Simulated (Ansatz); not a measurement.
`[NH2][GaH][AsH2]`, 8 atoms. The species carries charge 0 and has multiplicity 1. Correlated methods include outer-core shells of As, Ga, which these sets cover unevenly. Scalar relativity is left out up to krypton. All runs use 4 threads of an Intel Xeon 6975P-C on a shared host. Correlated methods freeze the cores.

**Question.** Give the basis size and wall time and peak host memory of each of these runs in Ansatz. RKS SPW92 (LDA)/def2-TZVPP energy; RKS r2SCAN-D4/def2-TZVPP energy and forces; RKS revPBE-D4/def2-TZVPP energy; RKS PBE0-D4/def2-TZVP frequencies; RKS PBE0-D4/def2-SVP energy; RHF-CCSD(T)/def2-SVP energy; direct RPA on PBE orbitals/def2-TZVPP energy; RKS PBE0-D4/def2-TZVP relaxation (26 steps); RKS ωB97M-V/def2-QZVPP energy; RHF-CCSD(T)/def2-TZVPP energy; RHF-MP2/def2-QZVPP energy; RKS ωB97M-V/def2-SVP energy. (An estimate is asked.)

**Answer.** Computed: Other jobs shared the machine, so times are rough.

```tsv
level	job	functions	wall time	peak host memory (GiB)
RKS SPW92 (LDA)/def2-TZVPP	energy	197	0.5 s	0.25
RKS PBE0-D4/def2-SVP	energy	103	0.65 s	0.4
RKS revPBE-D4/def2-TZVPP	energy	197	0.75 s	0.25
RKS r2SCAN-D4/def2-TZVPP	energy and forces	197	1.6 s	0.28
RKS ωB97M-V/def2-SVP	energy	103	1.9 s	0.4
direct RPA on PBE orbitals/def2-TZVPP	energy	197	2.1 s	0.43
RHF-CCSD(T)/def2-SVP	energy	103	2.4 s	0.44
RKS ωB97M-V/def2-QZVPP	energy	385	7.5 s	1.6
RHF-MP2/def2-QZVPP	energy	385	8.5 s	1.8
RHF-CCSD(T)/def2-TZVPP	energy	197	19 s	2.5
RKS PBE0-D4/def2-TZVP	relaxation (26 steps)	157	32 s	0.44
RKS PBE0-D4/def2-TZVP	frequencies	157	46 s	0.46
```
